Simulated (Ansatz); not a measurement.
Calculated with Ansatz (gas phase, PBE0-D4/def2-TZVP geometries, no zero-point term in ΔE). CCSD(T)/CBS adds triple-zeta CCSD(T) − MP2 to the extrapolated MP2 energy (def2 sets, frozen cores). This one scheme is used for every species. Functionals use def2-TZVPP. B3LYP here is the variant with VWN-RPA as its local correlation; programs differ in this. HSE06 is defined as in plane-wave codes. For Br outer-core shells are correlated without core-valence functions, which leaves a few kJ/mol of doubt a bond. Scalar relativity is left out up to krypton. Each species was taken in one conformer, which may not be the lowest.

Reaction (ligand exchange at the Al–S bond): `[OH][Al]([F])[SH]` + HBr → `[OH][Al]([F])[Br]` + H₂S

```json
{"level": "LDA (SPW92)", "ΔE (kcal/mol)": "-9.2", "difference from CCSD(T)/CBS": "2.2"}
{"level": "revPBE-D4", "ΔE (kcal/mol)": "-9.8", "difference from CCSD(T)/CBS": "1.6"}
{"level": "BLYP-D4", "ΔE (kcal/mol)": "-10.3", "difference from CCSD(T)/CBS": "1.1"}
{"level": "B97M-V", "ΔE (kcal/mol)": "-10.4", "difference from CCSD(T)/CBS": "1.0"}
{"level": "PBE0-D4", "ΔE (kcal/mol)": "-10.6", "difference from CCSD(T)/CBS": "0.8"}
{"level": "B3LYP-D4", "ΔE (kcal/mol)": "-10.9", "difference from CCSD(T)/CBS": "0.5"}
{"level": "r2SCANh-D4", "ΔE (kcal/mol)": "-11.1", "difference from CCSD(T)/CBS": "0.3"}
{"level": "r2SCAN0-D4", "ΔE (kcal/mol)": "-11.3", "difference from CCSD(T)/CBS": "0.1"}
{"level": "HSE06-D4", "ΔE (kcal/mol)": "-10.6", "difference from CCSD(T)/CBS": "0.8"}
{"level": "BHLYP-D4", "ΔE (kcal/mol)": "-12.0", "difference from CCSD(T)/CBS": "-0.6"}
{"level": "CAM-B3LYP-D4", "ΔE (kcal/mol)": "-11.1", "difference from CCSD(T)/CBS": "0.3"}
{"level": "ωB97X-V", "ΔE (kcal/mol)": "-11.2", "difference from CCSD(T)/CBS": "0.2"}
{"level": "ωB97M-V", "ΔE (kcal/mol)": "-11.2", "difference from CCSD(T)/CBS": "0.2"}
{"level": "B2PLYP", "ΔE (kcal/mol)": "-11.3", "difference from CCSD(T)/CBS": "0.1"}
{"level": "PBE", "ΔE (kcal/mol)": "-9.9", "difference from CCSD(T)/CBS": "1.5"}
{"level": "revPBE", "ΔE (kcal/mol)": "-10.1", "difference from CCSD(T)/CBS": "1.3"}
{"level": "BLYP", "ΔE (kcal/mol)": "-10.5", "difference from CCSD(T)/CBS": "0.9"}
{"level": "r2SCAN", "ΔE (kcal/mol)": "-10.9", "difference from CCSD(T)/CBS": "0.5"}
{"level": "PBE0", "ΔE (kcal/mol)": "-10.7", "difference from CCSD(T)/CBS": "0.7"}
{"level": "B3LYP", "ΔE (kcal/mol)": "-11.1", "difference from CCSD(T)/CBS": "0.3"}
{"level": "r2SCANh", "ΔE (kcal/mol)": "-11.1", "difference from CCSD(T)/CBS": "0.3"}
{"level": "r2SCAN0", "ΔE (kcal/mol)": "-11.4", "difference from CCSD(T)/CBS": "0.0"}
{"level": "HSE06", "ΔE (kcal/mol)": "-10.7", "difference from CCSD(T)/CBS": "0.7"}
{"level": "BHLYP", "ΔE (kcal/mol)": "-12.0", "difference from CCSD(T)/CBS": "-0.6"}
{"level": "CAM-B3LYP", "ΔE (kcal/mol)": "-11.2", "difference from CCSD(T)/CBS": "0.2"}
{"level": "LC-ωPBE", "ΔE (kcal/mol)": "-10.8", "difference from CCSD(T)/CBS": "0.6"}
{"level": "RPA@PBE/def2-TZVPP", "ΔE (kcal/mol)": "-10.8", "difference from CCSD(T)/CBS": "0.6"}
{"level": "HF/def2-SVP", "ΔE (kcal/mol)": "-13.1", "difference from CCSD(T)/CBS": "-1.7"}
{"level": "MP2/def2-SVP", "ΔE (kcal/mol)": "-12.0", "difference from CCSD(T)/CBS": "-0.6"}
{"level": "CCSD/def2-SVP", "ΔE (kcal/mol)": "-11.8", "difference from CCSD(T)/CBS": "-0.4"}
{"level": "CCSD(T)/def2-SVP", "ΔE (kcal/mol)": "-11.5", "difference from CCSD(T)/CBS": "-0.1"}
{"level": "MP2/def2-TZVPP", "ΔE (kcal/mol)": "-11.5", "difference from CCSD(T)/CBS": "-0.1"}
{"level": "SCS-MP2/def2-TZVPP", "ΔE (kcal/mol)": "-11.7", "difference from CCSD(T)/CBS": "-0.3"}
{"level": "CCSD/def2-TZVPP", "ΔE (kcal/mol)": "-11.5", "difference from CCSD(T)/CBS": "-0.1"}
{"level": "CCSD(T)/def2-TZVPP", "ΔE (kcal/mol)": "-11.1", "difference from CCSD(T)/CBS": "0.3"}
{"level": "HF/def2-QZVPP", "ΔE (kcal/mol)": "-13.7", "difference from CCSD(T)/CBS": "-2.3"}
{"level": "MP2/def2-QZVPP", "ΔE (kcal/mol)": "-11.7", "difference from CCSD(T)/CBS": "-0.3"}
{"level": "SCS-MP2/def2-QZVPP", "ΔE (kcal/mol)": "-11.8", "difference from CCSD(T)/CBS": "-0.4"}
{"level": "MP2/CBS(def2)", "ΔE (kcal/mol)": "-11.8", "difference from CCSD(T)/CBS": "-0.4"}
{"level": "CCSD/CBS(def2)", "ΔE (kcal/mol)": "-11.8", "difference from CCSD(T)/CBS": "-0.4"}
{"level": "CCSD(T)/CBS", "ΔE (kcal/mol)": "-11.4", "difference from CCSD(T)/CBS": "0"}
```

Task: What do rigid-rotor, harmonic-oscillator terms from PBE0-D4/def2-TZVP frequencies (298.15 K, 1 bar) make of the CCSD(T)/CBS value? (An estimate is asked.)

Result: Computed: ΔZPE = +0.6 kcal/mol, ΔH = -11.0 kcal/mol, ΔS = 7 J/(mol·K), ΔG = -11.4 kcal/mol.

Largest T1 diagnostic among the species: 0.012.

Leaving LDA and LC-ωPBE aside and taking each functional with its dispersion term where it has one, the values, not all of them listed here, spread over 2.2 kcal/mol, from BHLYP-D4 to PBE-D4. In def2-TZVPP, CCSD(T) changes the Hartree–Fock value by +2.6 kcal/mol (the triples alone add +0.4 kcal/mol) and MP2 by +2.2 kcal/mol.
